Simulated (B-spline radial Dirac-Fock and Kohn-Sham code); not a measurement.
Elastic electron scattering at 300 eV, Tc to Dy

Model: relativistic (Dirac) partial waves in the static field of the Dirac-Fock atom with Furness-McCarthy exchange, without polarisation or absorption potentials. Program: an atomic code on a B-spline grid. σ_tr1 and σ_tr2 weight the cross section with 1 − P₁ and 1 − P₂ of cos θ; "backward" is the share scattered beyond 90°.

```
 Z  element  σ (a₀²)  σ_tr1 (a₀²)  σ_tr2 (a₀²)  backward (%)  dσ/dΩ at 90° (a₀²/sr)
43       Tc     18.0         5.49         5.48            15                 0.0552
44       Ru     15.7         5.45         5.40            17                 0.0272
45       Rh     15.0         5.46         5.43            17                 0.0102
46       Pd     12.9         5.37         5.33            20                0.00136
47       Ag     13.8         5.42         5.44            18                0.00355
48       Cd     14.4         5.47         5.58            17                 0.0128
48       Cd     14.4         5.47         5.58            17                 0.0128
49       In     16.0         5.56         5.76            16                 0.0274
50       Sn     16.7         5.65         5.95            15                 0.0484
51       Sb     17.0         5.73         6.13            15                 0.0761
52       Te     16.9         5.81         6.29            15                  0.111
53        I     16.7         5.88         6.43            15                  0.153
54       Xe     16.3         5.94         6.54            15                  0.203
55       Cs     22.1         6.11         6.81            11                  0.249
56       Ba     26.2         6.28         7.11           9.7                  0.301
57       La     26.3         6.41         7.31           9.7                  0.366
57       La     26.3         6.41         7.31           9.7                  0.366
58       Ce     25.6         6.29         7.23           9.8                  0.430
59       Pr     24.0         5.94         6.91           9.9                  0.486
60       Nd     23.3         5.78         6.81           9.8                  0.541
61       Pm     22.7         5.60         6.69           9.7                  0.588
62       Sm     22.1         5.41         6.56           9.6                  0.628
63       Eu     21.6         5.21         6.41           9.5                  0.659
64       Gd     22.2         5.21         6.52           9.2                  0.698
65       Tb     20.6         4.79         6.09           9.0                  0.694
65       Tb     20.6         4.79         6.09           9.0                  0.694
66       Dy     20.2         4.58         5.92           8.8                  0.697
```

Values without a named source are computed, but for edge energies of neutral atoms, which are taken from tables.
